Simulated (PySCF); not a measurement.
r2SCAN on Br²⁺ (bromine, charge +2)

Configuration: [Ar] 3d10 4s2 4p3, high-spin 4S determinant. All numbers are calculated (PySCF 2.14, no relativity, point nucleus, in dyall-av2z).

```
Total energy                                     : -2572.890 hartree
One-electron energy                              : -3551.998 hartree
Hartree (Coulomb) energy                         : 1069.774 hartree
Exchange-correlation energy                      : -90.666 hartree
Kinetic energy                                   : 2571.58959 hartree
⟨S²⟩                                             : 3.7504
⟨L²⟩                                             : 0.000
Sum of ⟨r⟩                                       : 20.67 bohr
Sum of ⟨r²⟩                                      : 25.36 bohr²
Density at the nucleus (Gaussians lack the cusp) : 29300 bohr⁻³
Spin density at the nucleus                      : -0.274 bohr⁻³
Langevin diamagnetic susceptibility              : -20.1 ×10⁻⁶ cm³/mol
```

```tsv
shell	electrons	mean orbital energy (eV)	rms radius, mean of both spins (bohr)
1s α	1	-13145.7	0.0506
1s β	1	-13145.3	0.0506
2s α	1	-1719.2	0.210
2s β	1	-1719.1	0.210
2p α	3	-1549.9	0.185
2p β	3	-1549.7	0.185
3s α	1	-259.62	0.601
3s β	1	-259.32	0.601
3p α	3	-199.73	0.614
3p β	3	-199.36	0.614
3d α	5	-93.633	0.652
3d β	5	-93.122	0.652
4s α	1	-43.378	1.73
4s β	1	-38.994	1.73
4p α	3	-29.959	1.99
```
